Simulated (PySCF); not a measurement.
AlClH₅NO₂Si. Atoms are numbered in the order given.

```xyz
11

Si     1.4715     0.4693    -0.3855
Cl     2.4031    -0.4801     1.2170
N      0.0369    -0.3232    -0.8884
Al    -1.6411    -0.0057    -0.3506
O     -2.8365    -1.0486    -0.9412
O     -2.0312     1.2752     0.6860
H      1.0994     1.8303     0.0941
H      2.4857     0.5294    -1.4722
H      0.1735    -1.1507    -1.4660
H     -3.7668    -0.9942    -0.7199
H     -1.4279     1.9003     1.0884
```
Charge 0, spin multiplicity 1.

Geometry optimised at PBE0-D3(BJ)/def2-SVP. The structure was generated by enumeration; whether it is a known compound was not checked. One conformer was computed; it need not be the lowest.

The numbers are results of PySCF with PBE0-D3(BJ)/def2-SVP, not measurements.

Frequencies are harmonic and unscaled.

### Question
Give all harmonic wavenumbers and intensities. (Estimate from the structure and the level; the computed values follow.)

### Answer

```tsv
mode	ν (cm⁻¹)	IR (km/mol)	Raman (Å⁴/amu)	depolarisation	moving atoms (share of kinetic energy)
1	26	0.8	0.7	0.72	Cl 36 %, O 34 %, Si 11 %, H 9 %
2	42	1.5	0.7	0.74	O 42 %, Cl 24 %, N 17 %, H 10 %
3	102	2.6	0.4	0.73	O 39 %, Si 27 %, H 22 %
4	198	9.4	1.0	0.55	O 44 %, H 13 %, Cl 13 %, Al 12 %, N 12 %
5	229	37.7	1.8	0.70	O 25 %, Al 23 %, H 15 %, Si 13 %, N 12 %, Cl 11 %
6	255	16.2	0.8	0.72	Al 28 %, H 26 %, O 21 %, N 15 %, Si 9 %
7	278	35.6	0.5	0.75	H 57 %, Al 17 %, N 13 %
8	309	114.2	1.0	0.74	H 52 %, O 17 %, Al 15 %, N 12 %
9	333	130.9	0.9	0.75	H 79 %, O 15 %
10	480	29.9	4.2	0.16	H 65 %, N 16 %, Cl 9 %
11	515	220.0	4.7	0.43	H 68 %, O 17 %
12	537	156.0	6.1	0.13	Si 35 %, Cl 27 %, H 26 %, N 10 %
13	573	79.2	3.4	0.71	H 69 %, Si 12 %, O 8 %
14	590	101.4	3.0	0.27	H 54 %, O 27 %, Si 10 %
15	672	35.8	12.0	0.21	H 42 %, N 25 %, O 21 %, Si 10 %
16	781	13.9	12.8	0.69	H 84 %, O 10 %
17	855	101.4	1.8	0.71	O 28 %, H 27 %, Al 24 %, N 16 %
18	913	309.6	10.9	0.54	H 78 %, Si 16 %
19	938	47.6	13.9	0.75	H 86 %
20	952	196.7	5.2	0.43	H 49 %, N 23 %, Si 13 %, Al 11 %
21	971	85.3	0.7	0.74	Al 46 %, O 38 %
22	1135	337.2	0.7	0.56	H 53 %, N 40 %
23	2248	105.8	119.3	0.13	H 97 %
24	2262	128.6	137.1	0.29	H 96 %
25	3608	50.2	84.8	0.24	H 93 %
26	3995	139.8	111.3	0.33	H 94 %
27	3998	70.3	85.1	0.17	H 94 %
```
